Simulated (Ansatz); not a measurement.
Mulliken charges of ClGaH5NSi2, SMILES `N[SiH]1[SiH2][Ga]1[Cl]` from B3LYP/def2-TZVPP in Ansatz (PBE0-D4/def2-TZVP geometry).

| atom | x (Å) | y (Å) | z (Å) | charge (e) |
| --- | --- | --- | --- | --- |
| N1 | -0.600 | 0.906 | 1.900 | -0.397 |
| Si2 | 0.008 | 0.655 | 0.328 | 0.254 |
| Si3 | 1.238 | -1.080 | -0.571 | -0.023 |
| Ga4 | -0.600 | -0.165 | -1.886 | 0.357 |
| Cl5 | -1.641 | -0.464 | -3.746 | -0.299 |
| H6 | -1.049 | 0.176 | 2.426 | 0.148 |
| H7 | -0.800 | 1.825 | 2.261 | 0.148 |
| H8 | 0.562 | 1.967 | -0.120 | -0.064 |
| H9 | 0.272 | -2.215 | -0.332 | -0.064 |
| H10 | 2.609 | -1.604 | -0.261 | -0.060 |

Question: By hand: the dipole of these point charges (1 e Å = 4.8032 D).

Answer: Σ q r = (0.005, 0.320, 0.527) e Å, of length 0.617 e Å = 2.96 D.

Question: How does the dipole of the full density compare? (Best estimate.)

Answer: The calculation gave: (-0.041, 0.248, 0.655) e Å, 3.37 D; the point charges give 0.88 times that, at 11° from its direction.

Point charges leave out the atoms' own dipoles, such as those of lone pairs, and Mulliken's split depends on the basis, so the close match here is no proof of good charges.

B3LYP here is the variant with VWN-RPA as its local correlation; programs differ in this.
